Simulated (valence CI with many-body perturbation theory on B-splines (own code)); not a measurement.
Results of a calculation; reference values are marked as such.
From CI to CI+MBPT in V

Level of theory: valence CI with perturbative core correlation (CI+MBPT): five valence electrons over a frozen Dirac-Fock core [Ar], a basis of 7 s, 7 p, 8 d, 6 f, 4 g, 1 h functions for each j, with the one-electron correlation potential Σ1 (screened to all orders), the two-electron term Σ2, the three-electron term Σ3, Breit, model QED; selected single and double excitations, second order for the rest, scaled by the run's own slope (own B-spline code, finite nucleus).

Set against measurement, 15 paired levels are off by 760 cm⁻¹ on average, the worst by 1229. These come from a selection out of the NIST Handbook of Basic Atomic Spectroscopic Data. Levels without a partner in it may be off by more, other configurations by 1,000 to 4,000 cm⁻¹. Among the levels kept, up to 1600 cm⁻¹ of a level comes from second order outside the variational space, and about a tenth of that is noise between levels of different J, which matters for small intervals.

Each rung adds one term. CI alone is the Dirac-Coulomb CI over the frozen core; QED comes last and gives the full result, which names the levels. Energies are above 3d3.4s2 4F_3/2 on the same rung, in cm⁻¹. A blank means that the level has no clear partner on that rung.

| Level | CI alone |
| --- | --- |
| 3d3.4s2 4F_5/2 | 121 |
| 3d3.4s2 4F_7/2 | 280 |
| 3d3.4s2 4F_9/2 | 446 |
| 3d4.4s 6D_1/2 | 15604 |
| 3d4.4s 6D_3/2 | 15680 |
| 3d4.4s 6D_5/2 | 15745 |
| 3d4.4s 6D_7/2 | 15831 |
| 3d4.4s 6D_9/2 | 15898 |
| 3d4.4s 4D_3/2 | 22142 |
| 3d3.4s2 4P_3/2 | 9656 |
| 3d4.4s 4D_5/2 | 22270 |
| 3d4.4s 4D_7/2 | 22402 |
| 3d3.4s2 4P_5/2 | 9814 |
| 3d3.4s2 2G_7/2 | 10055 |
| 3d3.4s2 2G_9/2 | 10201 |
| 3d3.4s2 2P_1/2 | 12454 |

(1) What do these energies become with core correlation, Breit and QED?

(2) How does the ionisation energy move along the ladder, and which term matters most?

## Answers

(1) 3d3.4s2 4F_5/2 130 (+9.0); 3d3.4s2 4F_7/2 320 (+39); 3d3.4s2 4F_9/2 538 (+92); 3d4.4s 6D_1/2 3340 (-12264); 3d4.4s 6D_3/2 3374 (-12306); 3d4.4s 6D_5/2 3444 (-12301); 3d4.4s 6D_7/2 3536 (-12295); 3d4.4s 6D_9/2 3642 (-12256); 3d4.4s 4D_3/2 9685 (-12458); 3d3.4s2 4P_3/2 9777 (+122); 3d4.4s 4D_5/2 9785 (-12485); 3d4.4s 4D_7/2 9925 (-12478); 3d3.4s2 4P_5/2 9951 (+137); 3d3.4s2 2G_7/2 10986 (+931); 3d3.4s2 2G_9/2 11182 (+981); 3d3.4s2 2P_1/2 14122 (+1667).

(2) CI alone 7.2462, + Σ1 7.3635, + Σ2 6.9597, + Σ3 6.8711, + Breit 6.8621, + QED 6.8584 eV. The largest step is Σ2, -0.4038 eV. NIST lists 6.74619 eV (measured), further off than its uncertainty and the later steps.
